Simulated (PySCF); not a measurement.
Electron correlation in O (oxygen, neutral)

[He] 2s2 2p3 3s1, high-spin 5S determinant (an excited configuration). Computed with PySCF 2.14 in aug-cc-pCVTZ-DK with one added diffuse shell each of s, p, d, f type (8s7p5d3f, 75 functions), with scalar relativity by spin-free X2C-1e. Frozen: nothing; 8 electrons correlated.

| level | correlation energy (mhartree) |
| --- | --- |
| CCSD | -175.89 |
| (T) | -2.43 |
| CCSD(T) | -178.32 |

Diagnostics: T1 = 0.011, D1 = 0.0415, largest double amplitude 0.028.

The outer electron is Rydberg-like, and this basis confines it to a smaller radius and binds it less than a complete one would.

Cost of the coupled-cluster step: roughly 8 core-seconds, for 8 correlated electrons.

Iterations:

```
CC2 = 0
CCSD nocc = (np.int64(6), np.int64(2)), nmo = (75, 75)
frozen orbitals [[], []]
max_cycle = 100
direct = 0
conv_tol = 1e-08
conv_tol_normt = 1e-06
diis_space = 8
diis_start_cycle = 0
Init t2, MP2 energy = -0.159024627488379
Init E_corr(UCCSD) = -0.15902462749042
cycle = 1  E_corr(UCCSD) = -0.172310316691881  dE = -0.0132856892  norm(t1,t2) = 0.0314683
cycle = 2  E_corr(UCCSD) = -0.174742425414041  dE = -0.00243210872  norm(t1,t2) = 0.0138419
cycle = 3  E_corr(UCCSD) = -0.17609980487633  dE = -0.00135737946  norm(t1,t2) = 0.00715692
cycle = 4  E_corr(UCCSD) = -0.175883831602325  dE = 0.000215973274  norm(t1,t2) = 0.000962559
cycle = 5  E_corr(UCCSD) = -0.175887469626633  dE = -3.63802431e-06  norm(t1,t2) = 0.00018089
cycle = 6  E_corr(UCCSD) = -0.175887864757015  dE = -3.95130382e-07  norm(t1,t2) = 3.17027e-05
cycle = 7  E_corr(UCCSD) = -0.175887367208523  dE = 4.97548492e-07  norm(t1,t2) = 8.76496e-06
cycle = 8  E_corr(UCCSD) = -0.17588741216507  dE = -4.4956547e-08  norm(t1,t2) = 1.84766e-06
cycle = 9  E_corr(UCCSD) = -0.175887401988399  dE = 1.01766709e-08  norm(t1,t2) = 3.38651e-07
cycle = 10  E_corr(UCCSD) = -0.175887401945851  dE = 4.25482705e-11  norm(t1,t2) = 8.87382e-08
UCCSD converged
E(UCCSD) = -74.7563063725984  E_corr = -0.1758874019458512
UCCSD(T) correction = -0.00243464215613935
```
